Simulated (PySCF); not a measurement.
## Os (osmium, neutral) across methods

[Xe] 4f14 5d5 6s2 7s1, high-spin 7S determinant (an excited configuration). All numbers are calculated (PySCF 2.14, a scalar-relativistic core potential, in aug-cc-pwCVTZ-PP with ECP60MDF (8s8p7d4f3g, 122 functions)).

```csv
method,E (hartree),mean ε 6s α (eV),mean ε 6s β (eV),mean ε 7s α (eV),Σ⟨r²⟩ (bohr²),⟨S²⟩
r2SCAN,-90.5881,-11.396,-9.273,-1.690,114.9,12.017
PBE,-90.5743,-11.086,-9.111,-1.726,114.8,12.005
PBE0,-90.5390,-11.955,-9.849,-1.990,116.0,12.006
BHandHLYP,-90.4319,-12.495,-10.758,-2.017,116.3,12.006
LDA,-90.3702,-11.308,-9.513,-1.695,112.8,12.004
PW91,-90.6174,-11.146,-9.173,-1.729,114.6,12.005
UHF,-89.88862,-13.876,-10.951,-2.463,120.4,12.016
```

Estimate the same row for B3LYP.

E (hartree) = -90.5785; mean ε 6s α (eV) = -11.652; mean ε 6s β (eV) = -10.037; mean ε 7s α (eV) = -1.826; Σ⟨r²⟩ (bohr²) = 114.8; ⟨S²⟩ = 12.005.

Energies and moments cover only the electrons outside the core potential. Spin-orbit coupling, which splits the p, d and f shells strongly at this Z, is absent. The outer electron is Rydberg-like, and this basis confines it to a smaller radius and binds it less than a complete one would.
